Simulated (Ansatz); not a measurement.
Ansatz (a quantum-chemistry and plane-wave program) input (B3LYP-D3(BJ)/def2-TZVP):

Ansatz 0.2 input:
```yaml
crystal:
  periodic: [false, false, false]
  atoms:
    - {symbol: C, position_ang: [1.30081010, -0.45756204, -0.34645348]}
    - {symbol: Ge, position_ang: [-0.81825042, -0.36263024, -0.40544865]}
    - {symbol: O, position_ang: [-1.08212709, 1.30235684, -0.97682395]}
    - {symbol: O, position_ang: [-1.34968149, -0.11570125, 1.31554673]}
    - {symbol: H, position_ang: [1.65458698, -0.11038402, -1.30623231]}
    - {symbol: H, position_ang: [1.58130272, 0.21904309, 0.44947665]}
    - {symbol: H, position_ang: [1.62231307, -1.47069506, -0.14682611]}
    - {symbol: H, position_ang: [-1.64539142, 1.82562327, -0.41003792]}
    - {symbol: H, position_ang: [-1.34428707, -0.86391466, 1.90574223]}
basis:
  gaussian:
    orbitals: def2-TZVP
hamiltonian:
  xc: b3lyp
  dispersion: d3bj
magnetization: {spin_polarized: true, initial_magnetization: 1}
relax: {f_tol: 0.002, max_steps: 150}
```

End of the output:

```
the calculation of the forces begins
reference -61735.15426722 eV, -2268.7250737299 hartree; 30, 29 occupied and 141, 142 virtual orbitals, 1091 factors
relax step  13: F+E_penalty+E_count = -61735.42537813 eV  Δ(F+E_penalty+E_count) = -1.448e-5 eV  max|allowed force component| = 4.906e-3 eV/Å  Δτ_max = 0.0052 Å  (28 SCF iters, accepted)
these checks for a lower state are left out or cut short: starts, cluster_reference, orbital_swaps, neighbouring_geometries, increment
integrals: 0.09 GiB planned
1091 factors; their error is unknown
mean field: 1.12 GiB planned
mean field -61735.15397146 eV, -2268.7250628609 hartree, gradient 1.5e-5 eV, S^2 0.752799; 0 other end points of the search recorded, 0 dependent functions left out
the calculation of the forces begins
reference -61735.15421810 eV, -2268.7250719249 hartree; 30, 29 occupied and 141, 142 virtual orbitals, 1091 factors
relax step  14: F+E_penalty+E_count = -61735.42538642 eV  Δ(F+E_penalty+E_count) = -8.294e-6 eV  max|allowed force component| = 4.128e-3 eV/Å  Δτ_max = 0.0052 Å  (28 SCF iters, accepted)
these checks for a lower state are left out or cut short: starts, cluster_reference, orbital_swaps, neighbouring_geometries, increment
integrals: 0.09 GiB planned
1091 factors; their error is unknown
mean field: 1.12 GiB planned
mean field -61735.15398526 eV, -2268.7250633681 hartree, gradient 1.5e-5 eV, S^2 0.752798; 0 other end points of the search recorded, 0 dependent functions left out
the calculation of the forces begins
reference -61735.15423190 eV, -2268.7250724318 hartree; 30, 29 occupied and 141, 142 virtual orbitals, 1091 factors
relax step  15: F+E_penalty+E_count = -61735.42539033 eV  Δ(F+E_penalty+E_count) = -3.916e-6 eV  max|allowed force component| = 1.131e-3 eV/Å  Δτ_max = 0.0029 Å  (27 SCF iters, accepted)
these checks for a lower state are left out or cut short: starts, cluster_reference, orbital_swaps, neighbouring_geometries, increment
integrals: 0.09 GiB planned
1091 factors; their error is unknown
mean field: 1.12 GiB planned
mean field -61735.15398772 eV, -2268.7250634583 hartree, gradient 1.7e-5 eV, S^2 0.752798; 0 other end points of the search recorded, 0 dependent functions left out
the calculation of the forces begins
reference -61735.15423434 eV, -2268.7250725215 hartree; 30, 29 occupied and 141, 142 virtual orbitals, 1091 factors
relax step  16: F+E_penalty+E_count = -61735.42539095 eV  Δ(F+E_penalty+E_count) = -6.108e-7 eV  max|allowed force component| = 5.091e-4 eV/Å  Δτ_max = 0.0020 Å  (26 SCF iters, accepted)
integrals: 0.09 GiB planned
1091 factors; their error is unknown
mean field: 1.12 GiB planned
mean field evaluation 128: about -61734.9326 eV, gradient 1.4e0 eV
mean field -61735.15398772 eV, -2268.7250634583 hartree, gradient 1.8e-5 eV, S^2 0.752798; 1 other end points of the search recorded, 0 dependent functions left out
the calculation of the forces begins
reference -61735.15423434 eV, -2268.7250725215 hartree; 30, 29 occupied and 141, 142 virtual orbitals, 1091 factors
Total energy: -61735.42563757 eV, -2268.7350464062 hartree
Atom 0 at     1.276833    -0.443876    -0.355149 Å, force     0.000069    -0.000085    -0.000148 eV/Å
Atom 1 at    -0.704048    -0.252885    -0.305892 Å, force    -0.000076    -0.000030     0.000200 eV/Å
Atom 2 at    -0.984956     1.420938    -0.886242 Å, force    -0.000165    -0.000162     0.000303 eV/Å
Atom 3 at    -1.294491    -0.155939     1.404231 Å, force     0.000230     0.000447    -0.000407 eV/Å
Atom 4 at     1.624859    -0.284378    -1.373818 Å, force    -0.000028     0.000004     0.000255 eV/Å
Atom 5 at     1.676451     0.325460     0.306064 Å, force     0.000031    -0.000007    -0.000177 eV/Å
Atom 6 at     1.569949    -1.432995    -0.009583 Å, force    -0.000041     0.000244    -0.000051 eV/Å
Atom 7 at    -1.782914     1.805294    -0.505095 Å, force     0.000222     0.000098    -0.000211 eV/Å
Atom 8 at    -1.462408    -1.015484     1.804428 Å, force    -0.000242    -0.000509     0.000237 eV/Å
Dipole moment:     0.010274    -0.410261     0.076128 e Å
```

It need not be the lowest isomer of its formula.
